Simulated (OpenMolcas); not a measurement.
**4s2 4p along the 31-electron sequence**

```yaml
Program: OpenMolcas
Method: SS-CASPT2, IPEA 0.25 Eh, imaginary shift 0.1 Eh
Basis: ANO-RCC-VQZP
Scalar_Hamiltonian: DKH2, point nucleus
Spin-orbit_coupling: RASSI with atomic mean-field integrals over the reference wave functions, term energies averaged over their components
```

Active space for each ion: 3 electrons in 4 orbitals (4s 4p); closed shells correlated by CASPT2: 3d.

Computed levels in cm-1 above 2P* 1/2:

```csv
Level,As2+,Se3+,Br4+,Kr5+
2P* 3/2,2560,3830,5380,7250
weight of 2P* in the lowest level (%),100,100,100,100
```

Measured, with the error of the calculation in %. Measured levels: As2+, Se3+, Br4+ from Moore, Atomic Energy Levels, vol. II, NSRDS-NBS 35 (1971 reprint of NBS Circular 467, 1952); Kr5+ from Saloman, J. Phys. Chem. Ref. Data 36, 215 (2007).

```csv
Level,As2+,Se3+,Br4+,Kr5+
2P* 3/2,2940 (-12.9),4376 (-12.4),6090 (-11.6),8110 (-10.6)
```

The fine-structure level 2P* 3/2 changes by a factor of 2.83 from As2+ to Kr5+. Its fourth root runs 7.11, 7.87, 8.56, 9.23, with steps per unit of Z of 0.75, 0.70, 0.66; equal steps would mean a (Z - σ)^4 law with constant σ.

Over all roots computed the reference weight is 0.89 to 0.98 in As2+, 0.89 to 0.98 in Se3+, 0.90 to 0.99 in Br4+, 0.90 to 0.99 in Kr5+; the roots of lowest weight are the least certain, and an intruder state may touch them. Computed and measured levels are paired by configuration, term and J; levels that our copy of the source lacks, or whose pairing is in doubt (as where it misses far off the trend of its configuration), stay unpaired and out of the deviations. Levels of configurations outside the active space are missing.

* marks odd parity.
